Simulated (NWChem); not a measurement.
System: CdNH2F; SMILES [NH2][Cd][F]

```xyz
5

Cd    -0.0022    -0.0207     0.0144
F      0.0052    -1.9498    -0.0183
N      0.0052     1.9764     0.0497
H     -0.8017     2.3582    -0.4439
H      0.8251     2.3493    -0.4296
```
Atoms are numbered in this order, from 1.

All runs: NWChem. Geometry: optimised at PBE0/def2-SVP. def2 effective core potentials on Cd; no spin-orbit coupling. Vertical excitations in the gas phase; the lowest state need not have the same character in each row.

Task: Order these by “lowest excitation, singlet (eV)”, lowest first: B3LYP/def2-SVP, TDA; BHandHLYP/def2-SVP, TDA; PBE/def2-SVP, TDA.

Result: PBE/def2-SVP, TDA (4.12), B3LYP/def2-SVP, TDA (4.43), BHandHLYP/def2-SVP, TDA (5.00)
